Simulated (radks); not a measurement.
Values are calculated unless marked as measured or tabulated.
All-electron atom: the krypton ion Kr4+ in [Ar] 3d10 4s2 4p2.

Code: a radial shooting solver on a logarithmic mesh with Libxc functionals. Model: scalar-relativistic Kohn-Sham, PBEsol, spin-polarised, spherical densities, point nucleus; open shells are filled with parallel spins first.

Energy parts (Ry):
| part | energy |
|---|---|
| total | -5567.77114 |
| kinetic | 5695.10688 |
| electron-nucleus | -13301.85376 |
| Hartree | 2224.96627 |
| exchange-correlation | -185.99053 |

Orbitals (lengths in bohr, moments of r in powers of bohr; r(max) is where P^2 peaks):
| orbital | occ. | eigenvalue (Ry) | r(max) | <r^2> | <r> | <1/r> |
|---|---|---|---|---|---|---|
| 1s up | 1 | -1044.161 | 0.02709 | 0.002320 | 0.04151 | 36.75 |
| 1s down | 1 | -1044.145 | 0.02709 | 0.002320 | 0.04151 | 36.75 |
| 2s up | 1 | -141.1549 | 0.1543 | 0.03975 | 0.1836 | 8.160 |
| 2s down | 1 | -141.1457 | 0.1543 | 0.03975 | 0.1836 | 8.160 |
| 2p up | 3 | -125.3344 | 0.1234 | 0.03138 | 0.1602 | 7.982 |
| 2p down | 3 | -125.3195 | 0.1234 | 0.03138 | 0.1602 | 7.982 |
| 3s up | 1 | -23.53314 | 0.4670 | 0.3232 | 0.5303 | 2.701 |
| 3s down | 1 | -23.51330 | 0.4671 | 0.3228 | 0.5300 | 2.701 |
| 3p up | 3 | -18.49307 | 0.4630 | 0.3413 | 0.5401 | 2.549 |
| 3p down | 3 | -18.47026 | 0.4631 | 0.3405 | 0.5397 | 2.551 |
| 3d up | 5 | -10.14071 | 0.4102 | 0.3759 | 0.5530 | 2.279 |
| 3d down | 5 | -10.11186 | 0.4102 | 0.3724 | 0.5510 | 2.283 |
| 4s up | 1 | -5.44589 | 1.286 | 2.301 | 1.429 | 0.9346 |
| 4s down | 1 | -5.23865 | 1.277 | 2.299 | 1.427 | 0.9400 |
| 4p up | 2 | -4.23566 | 1.418 | 2.872 | 1.592 | 0.8281 |
| 4p down | 0 | -4.02558 | 1.412 | 2.909 | 1.600 | 0.8273 |

The highest occupied level is 4p up at -57.629 eV. Summed over all electrons, <r^2> = 17.05 bohr^2, which gives a Langevin (diamagnetic) susceptibility term of -13.5 x 10^-6 cm^3/mol. Spin moment in Bohr magnetons: 2. The density falls to 0.001 e/bohr^3 at r = 3.04 bohr.
